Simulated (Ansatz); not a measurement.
Molecule: MoH2, charge 0, multiplicity 5. The spin state was set by rule; other spins were not relaxed. 
Geometry from a B3LYP-D3(BJ)/def2-TZVP (Ansatz, a program for electronic structure) optimisation:
```xyz
3

Mo     0.0001    -0.0027    -0.0453
H      1.3883     0.0600     0.9546
H     -1.3935     0.0553     0.9474
```
Charge 0, spin multiplicity 5.

Property: atomisation energy (electronic, to ground-state atoms), in kcal/mol. Valence correlation only, unless marked. UHF or UKS for open shells. Spin-orbit coupling is left out. The frozen core is the preceding noble-gas configuration, with the filled d and f shells of earlier blocks. Past Kr the def2 sets carry scalar-relativistic core potentials. STO-3G rows are all-electron and non-relativistic. The coupled-cluster limit lacks core correlation, which all-electron functionals hold. CBS marks a two-point X^-3 extrapolation of the correlation energy; Hartree-Fock from the larger set.

```json
[
 {"level": "PBE-D3(BJ)/def2-TZVPD", "program": "Ansatz + dftd3", "atomisation energy (kcal/mol)": "118.6", "minus last row": "4.0"},
 {"level": "r2SCAN-D4/def2-TZVPD", "program": "Ansatz + dftd4", "atomisation energy (kcal/mol)": "113.8", "minus last row": "-0.8"},
 {"level": "PBE0/STO-3G", "program": "Ansatz", "atomisation energy (kcal/mol)": "185.8", "minus last row": "71.2"},
 {"level": "PBE0/def2-TZVPD", "program": "Ansatz", "atomisation energy (kcal/mol)": "111.2", "minus last row": "-3.4"},
 {"level": "SCS-MP2/def2-SVP", "program": "Ansatz", "atomisation energy (kcal/mol)": "102.3", "minus last row": "-12.3"},
 {"level": "CCSD(T)/STO-3G", "program": "Ansatz", "atomisation energy (kcal/mol)": "155.8", "minus last row": "41.2"},
 {"level": "CCSD(T)/CBS(def2-TZVPPD,def2-QZVPPD)", "program": "Ansatz", "atomisation energy (kcal/mol)": "114.6", "minus last row": "0.0"}
]
```
